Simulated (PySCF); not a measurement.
# One molecule, several mistakes: B2CH6N

Calculated results; nothing here was measured. The program is PySCF 2.14.0, an open-source quantum chemistry code, run on an isolated molecule that a program drew, which may never have been made. The molecule is B2CH6N (charge 0, doublet), drawn as the SMILES string `[BH]NCB`.

Each row is a Hartree-Fock (HF) and frozen-core CCSD(T) single point in the cc-pVDZ basis, meant for a local HF minimum. Run 1 is clean. Each other run has one planted mistake out of seven kinds, and not every kind appears here: one electron removed, one electron added, multiplicity raised by two, geometry at a saddle point, minimal basis STO-3G, one bond length entered in bohr, all coordinates scaled. The reference is restricted for singlets and unrestricted otherwise, and also for a bond in bohr. Adding or removing an electron swaps singlet and doublet. Electrons count all cores. HOMO and LUMO are orbital energies over both spins, the gradient is its largest component, and the lowest frequency (negative if imaginary) is given only where the gradient is small. Bond lengths are over the 9 bonds as drawn. T1 is the CCSD diagnostic: over 0.02 (restricted) or 0.045 (unrestricted) a single reference is doubtful.

Geometry of the clean run:
```xyz
10
B2CH6N, angstrom
B    -0.5383    1.9206    1.9284
N    -0.4864    1.2774    0.7107
C     0.5373    0.3493    0.2425
B     1.0638    0.5547   -1.2253
H     0.2862    1.8006    2.7936
H    -1.2149    1.4469    0.0454
H     1.3816    0.3747    0.9371
H     0.1732   -0.6903    0.2927
H     1.9765   -0.1237   -1.6093
H     0.5544    1.3371   -1.9807
```

```
run,electrons,basis functions,<S^2>,HOMO (eV),LUMO (eV),gradient (hartree/bohr),lowest frequency (cm^-1),mean bond (Å),longest bond (Å),T1,HF (hartree),CCSD(T) (hartree),mistake
1,29,86,0.759,-8.61,2.12,4.6e-05,83,1.2455,1.573,0.0142,-145.13429,-145.65415,no fault
2,28,86,0.000,-16.96,-6.13,7.8e-02,-,1.2455,1.573,0.0159,-144.86279,-145.37818,one electron removed
3,29,86,0.760,-8.96,1.89,5.0e-02,-,1.3539,1.710,0.0172,-145.07716,-145.61432,all coordinates scaled
4,29,86,3.778,-5.08,-2.33,7.4e-02,-,1.2455,1.573,0.0535,-144.94792,-145.46884,multiplicity raised by two
5,29,26,0.761,-6.91,6.59,3.3e-02,-,1.2455,1.573,0.0166,-143.31742,-143.53366,?
```

**Which mistake was planted in run 5, and what did it cost?**

It has 26 basis functions where the clean run has 86, with the same electrons and geometry. So the mistake is: minimal basis STO-3G. Subtracting run 1 and multiplying by 627.51 kcal/mol a hartree, the energy moved by 1140.1 kcal/mol in HF and 1330.6 kcal/mol in CCSD(T).

Cautions from the logs. Run 4: T1 is over the limit, so its CCSD(T) energy is less reliable.
